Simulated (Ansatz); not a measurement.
Consider the cleavage of the Zn–B bond: `O[SiH2][BH][ZnH]` + `N=CO` → `O/C=[N]/[ZnH]` + `B[SiH2]O`.

Isolated molecules relaxed with PBE0-D4/def2-TZVP in Ansatz; ΔE leaves out vibrations. CBS: MP2 limit from def2 TZ/QZ plus the TZ coupled-cluster correction, frozen cores. This one scheme is used for every species. DFT in def2-TZVPP. B3LYP here is the variant with VWN-RPA as its local correlation; programs differ in this. For Zn outer-core shells are correlated without core-valence functions, which leaves a few kJ/mol of doubt a bond. Scalar relativity is left out up to krypton. One conformer a species, not always the lowest.

`O[SiH2][BH][ZnH]`:

```xyz
9

O     1.224    0.519   -1.132
Si   -0.406    0.220   -1.023
B    -0.830   -0.371    0.832
Zn    0.649   -0.532    2.279
H     1.563    0.813   -1.979
H    -1.180    1.454   -1.374
H    -0.804   -0.828   -2.016
H    -1.982   -0.624    1.057
H     1.765   -0.650    3.356
```

`N=CO`:

Z-matrix (Å, degrees):
```
C
O 1 1.336
N 1 1.258 2 122.1
H 1 1.092 2 110.5 3 -180.0
H 2 0.968 1 106.6 3 -0.0
H 3 1.014 1 111.3 2 180.0
```

`O/C=[N]/[ZnH]`:

```xyz
7

O    -0.297    0.456   -2.000
C    -0.437    0.344   -0.663
N     0.393   -0.234    0.069
Zn    0.485   -0.543    1.857
H     0.537    0.012   -2.216
H    -1.374    0.837   -0.376
H     0.692   -0.872    3.329
```

`B[SiH2]O`:

Z-matrix (Å, degrees):
```
Si
O 1 1.655
B 1 2.005 2 116.3
H 1 1.500 2 111.2 3 -120.2
H 1 1.486 2 105.1 3 123.8
H 2 0.958 1 117.3 3 44.7
H 3 1.197 1 119.0 2 169.2
H 3 1.197 1 124.0 2 -13.6
```

(1) Is it downhill or uphill in electronic energy at CCSD(T)/CBS, and by how much? (An estimate is asked.)

(2) What do these levels give: B3LYP-D4, ωB97X-V, ωB97M-V, B2PLYP, PBE, B3LYP, CCSD/def2-TZVPP, HF/def2-QZVPP, MP2/def2-QZVPP, HF/CBS(def2), MP2/CBS(def2), CCSD/CBS(def2)? (Estimate.)

Largest T1 diagnostic among the species: 0.017.

Results:

(1) The calculation gave: Downhill: ΔE = -32.1 kJ/mol.

(2) Ansatz gave: B3LYP-D4 -32.4, ωB97X-V -32.1, ωB97M-V -28.7, B2PLYP -38.9, PBE -25.9, B3LYP -34.1, CCSD/def2-TZVPP -32.4, HF/def2-QZVPP -40.3, MP2/def2-QZVPP -43.5, HF/CBS(def2) -40.5, MP2/CBS(def2) -42.5, CCSD/CBS(def2) -31.5 kJ/mol.
